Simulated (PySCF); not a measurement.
Atoms are numbered as in `[CH3:1][SiH2:2][N:3]([SiH3:4])[SiH3:5]` (H(Xn): hydrogen on atom n).

[PySCF 2.14.0 with density-fitted response routines: structure optimised with GFN2-xTB; NMR shieldings at PBE0/pcSseg-1/GIAO; a single conformation; isolated molecule; fast rotation and ring inversion assumed for equivalent nuclei; non-relativistic Hamiltonian]

References, each an isolated molecule treated in the same way: 13C, 1H, 29Si against TMS; NH3 for 15N.

```json
{"atoms": "H(C1)", "nucleus": "1H", "count": "3", "Hirshfeld charge": "0.05", "δ (ppm)": "?"}
{"atoms": "H(Si2)", "nucleus": "1H", "count": "2", "Hirshfeld charge": "-0.09", "δ (ppm)": "?"}
{"atoms": "H(Si4)/H(Si5)", "nucleus": "1H", "count": "6", "Hirshfeld charge": "-0.08", "δ (ppm)": "4.78"}
{"atoms": "N3", "nucleus": "15N", "count": "1", "Hirshfeld charge": "-0.35", "δ (ppm)": "-10.2"}
{"atoms": "Si2", "nucleus": "29Si", "count": "1", "Hirshfeld charge": "0.37", "δ (ppm)": "-24.9"}
{"atoms": "Si4/Si5", "nucleus": "29Si", "count": "2", "Hirshfeld charge": "0.35", "δ (ppm)": "-46.9"}
{"atoms": "C1", "nucleus": "13C", "count": "1", "Hirshfeld charge": "-0.21", "δ (ppm)": "-3.6"}
```

Question: Complete the table.

Answer: 
- H(Si2): 4.99 ppm, hydrogen on a silicon bonded to C, N
- H(C1): 0.45 ppm, hydrogen on a methyl carbon bonded to Si; an electropositive neighbour shields it, as in TMS itself

Shifts are as computed. Against solution values, carbons near 30 ppm lie about +3 ppm off and those near 130 ppm about +5 ppm. Of 1211 compounds with measured shifts, 218 miss one by over three times the rms of a fit or turn the order of signals round; such compounds aren't used in these exercises. Experimental scales use liquid or dissolved standards, which lie at an offset from isolated NH3 (liquid NH3: subtract about 20 ppm).
